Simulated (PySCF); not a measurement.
From a computed spectrum to the compound

A species of 5 atoms with charge 3 has these harmonic modes (PBE0, small Gaussian bases with core potentials, PySCF 2.14.0):

```tsv
cm⁻¹	km/mol	symmetry
403	0.2	a1
814	36.0	e
814	36.0	e
1399	67.0	a1
1528	91.2	e
1528	91.2	e
3154	592.6	a1
3234	346.1	e
3234	346.1	e
```

(1) Which species is it, and in which structure?

Results:

(1) [Bi(NH3)]3+ (singlet):
```xyz
5

Bi    0.0000    0.0000   -0.1802
N     0.0000    0.0000    2.1377
H     0.9661    0.0000    2.5575
H    -0.4831    0.8366    2.5575
H    -0.4830   -0.8367    2.5575
```
Ideal gas at 298.15 K and 1 bar: S = 263.5 J/(mol K), Cp = 45.6 J/(mol K), H − H(0 K) = 11.2 kJ/mol (rigid rotor, harmonic modes, spin degeneracy alone). 
 Other answers can fit too; this one was computed.
